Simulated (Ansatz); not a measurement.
Species: H2GeOF, charge 0, doublet. H2GeOF (SMILES [O][GeH2][F], doublet).
B3LYP-D3(BJ)/def2-TZVP minimum from Ansatz (a program for electronic structure):
```xyz
5

Ge     0.1661     0.2443     0.0922
F      0.7053    -1.2995    -0.5137
O     -1.6179     0.2784     0.1315
H      0.6222     1.3006    -0.9187
H      0.6582     0.3486     1.5388
```
Charge 0, spin multiplicity 2.

Total energies in hartree (Ansatz). Radicals and triplets start from unrestricted determinants; spin-orbit coupling is neglected. Correlated methods leave the cores frozen (noble-gas shells, and filled d and f shells in the p block). No relativity. Where a partner has so few electrons that a lower coupled-cluster level is exact, that level stands in.

| species | HF/cc-pVTZ | CCSD(T)/cc-pVTZ | HF/cc-pVQZ | CCSD(T)/cc-pVQZ | CCSD(T)/cc-pVDZ | CCSDT(Q)/cc-pVDZ |
|---|---|---|---|---|---|---|
| 1: H2GeOF (SMILES [O][GeH2][F], doublet) | -2250.94618 | -2251.54632 | -2250.96667 | -2251.61508 | -2251.26465 | -2251.26663 |
| 2: Ge (triplet) | -2075.36107 | -2075.42794 | -2075.36359 | -2075.43284 | -2075.34866 | -2075.34895 |
| 3: F (doublet) | -99.40552 | -99.62036 | -99.41377 | -99.65026 | -99.52757 | -99.52776 |
| 4: O (triplet) | -74.81176 | -74.97396 | -74.81729 | -74.99357 | -74.90995 | -74.91013 |
| 5: H (doublet) | -0.49981 | -0.49981 | -0.49995 | -0.49995 | -0.49928 | -0.49928 |

**Question.** Work out the atomisation energy (electronic, to ground-state atoms) in kcal/mol: take Hartree-Fock from cc-pVQZ, extrapolate the CCSD(T) correlation energy as X^-3 (X = 3, 4), and add CCSDT(Q) - CCSD(T) in cc-pVDZ. 1 hartree = 627.51 kcal/mol.

**Answer.** 
Species 1: correlation (64·(-0.64841) - 27·(-0.60014))/37 = -0.68363; step -0.00198; E1 = -2250.96667 + (-0.68363) + (-0.00198) = -2251.65228
Species 2: correlation (64·(-0.06925) - 27·(-0.06687))/37 = -0.07099; step -0.00029; E2 = -2075.36359 + (-0.07099) + (-0.00029) = -2075.43487
Species 3: correlation (64·(-0.23649) - 27·(-0.21484))/37 = -0.25229; step -0.00019; E3 = -99.41377 + (-0.25229) + (-0.00019) = -99.66625
Species 4: correlation (64·(-0.17628) - 27·(-0.16220))/37 = -0.18655; step -0.00018; E4 = -74.81729 + (-0.18655) + (-0.00018) = -75.00402
Species 5: correlation (64·(0.00000) - 27·(0.00000))/37 = 0.00000; step +0.00000; E5 = -0.49995 + (0.00000) + (+0.00000) = -0.49995
-1·E1 +1·E2 +1·E3 +1·E4 +2·E5 = 0.54724 hartree = 343.4 kcal/mol.
